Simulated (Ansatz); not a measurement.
Basis-set extrapolation for C2H4AlBS (PBE0-D4/def2-TZVP geometry, frozen core, Ansatz). Multiplicity 1, RHF reference.

```tsv
	def2-TZVPP	def2-QZVPP
HF	-742.208955	-742.231594
MP2 correlation	-0.677298	-0.725155
CCSD(T) correlation	-0.751080	not run
```

Energies in hartree. Use E(X) = E(∞) + A·exp(−7.88·√X) for Hartree–Fock and E(X) = E(∞) + B·X^(−2.97) for correlation, with X = 3 and 4, and add CCSD(T) minus MP2 of the smaller set to the MP2 limit.

Q: What is the CCSD(T) energy at the basis-set limit?

A: HF limit: -742.231594 + (-0.022639) × 0.13774 = -742.23471. MP2 limit: -0.725155 + (-0.047857) × 0.74074 = -0.76060. Higher-order term: -0.751080 − (-0.677298) = -0.07378. Total: -743.06909 hartree, 68.4 kcal/mol below CCSD(T)/def2-TZVPP.
